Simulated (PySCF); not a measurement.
A PySCF script (with the pyscf-properties extension) for the NMR shieldings of `C=C[B-]1(C)OC(=O)C(=O)O1`, [C5H6BO4]-, on a GFN2-xTB geometry:

```python
import basis_set_exchange as bse
import numpy as np
from pyscf import gto, dft
from pyscf.prop import nmr

atoms = """
C    -1.714864    1.655704   -0.467034
C    -1.268111    0.449583   -0.773844
B    -0.096091   -0.349274   -0.011298
C    -0.604475   -1.761196    0.637132
O     0.571463    0.511609    1.045970
C     1.816363    0.724677    0.747837
O     2.599751    1.381377    1.406963
C     2.133147    0.001566   -0.576114
O     3.209179   -0.008889   -1.143346
O     1.057972   -0.599164   -0.985104
H    -1.293794    2.207642    0.358415
H    -2.511145    2.152878   -1.009490
H    -1.722204   -0.063074   -1.617998
H    -1.354495   -1.583787    1.404628
H     0.217056   -2.309508    1.094231
H    -1.047352   -2.401202   -0.122361
"""
names = dict.fromkeys(["C", "B", "O", "H"], "pcSseg-1")
basis = {el: gto.basis.parse(bse.get_basis(n, elements=[el], fmt="nwchem")) for el, n in names.items()}
mol = gto.M(atom=atoms, basis=basis, charge=-1, verbose=0)
mf = dft.RKS(mol, xc="PBE0")
mf.grids.level = 2
mf.grids.alignment = dft.numint.BLKSIZE   # the property module wants whole blocks of grid points
mf.conv_tol = 1e-9
mf.kernel()

calc = nmr.RKS(mf)   # GIAO
C = mf.mo_coeff
Co = C[:, mf.mo_occ > 0]
resp = mf.gen_response(singlet=True, hermi=2)
def vind(x):   # induced exchange potential for any number of trial vectors
    d = np.einsum("pi,xij,qj->xpq", C, 2 * x.reshape(-1, C.shape[1], Co.shape[1]), Co, optimize=True)
    return np.einsum("xpq,pi,qj->xij", resp(d - d.transpose(0, 2, 1)), C, Co, optimize=True).ravel()
mo1, _ = nmr.rhf.solve_mo1(calc, with_cphf=vind)
sigma = calc.kernel(mo1)
for i, s in enumerate(sigma):   # ppm
    w = np.linalg.eigvalsh((s + s.T) / 2)
    print("%2d %-2s iso %8.1f  s11 %8.1f  s22 %8.1f  s33 %8.1f" % (i, mol.atom_pure_symbol(i), w.mean(), *w))
```

Task: Give the expected output.

Result: 
```
 0 C  iso     69.1  s11    -44.0  s22     85.6  s33    165.7
 1 C  iso     22.6  s11   -114.3  s22     17.0  s33    165.0
 2 B  iso     97.7  s11     87.7  s22    100.9  s33    104.7
 3 C  iso    178.1  s11    170.1  s22    175.0  s33    189.2
 4 O  iso     77.7  s11   -157.8  s22    145.0  s33    246.0
 5 C  iso     17.8  s11    -68.9  s22     59.1  s33     63.3
 6 O  iso    -56.5  s11   -287.8  s22   -212.5  s33    330.7
 7 C  iso     18.8  s11    -68.3  s22     60.7  s33     63.9
 8 O  iso    -54.8  s11   -282.9  s22   -213.1  s33    331.7
 9 O  iso     69.5  s11   -163.8  s22    131.2  s33    241.2
10 H  iso     26.4  s11     23.8  s22     24.8  s33     30.7
11 H  iso     26.6  s11     23.9  s22     25.7  s33     30.3
12 H  iso     25.1  s11     20.7  s22     26.3  s33     28.2
13 H  iso     32.1  s11     28.8  s22     30.0  s33     37.5
14 H  iso     32.4  s11     29.0  s22     30.5  s33     37.7
15 H  iso     32.0  s11     28.6  s22     29.7  s33     37.6
```

These numbers come from an equivalent density-fitted implementation of the same equations, which agrees with the script to about 0.01 ppm for H and up to a few tenths of a ppm for heavy atoms, so last digits may differ.

Size and cost of the density-fitted run: 200 basis functions, 29 s wall time on 1 thread of an Arm Neoverse V2, shared host; peak memory 0.81 GiB.
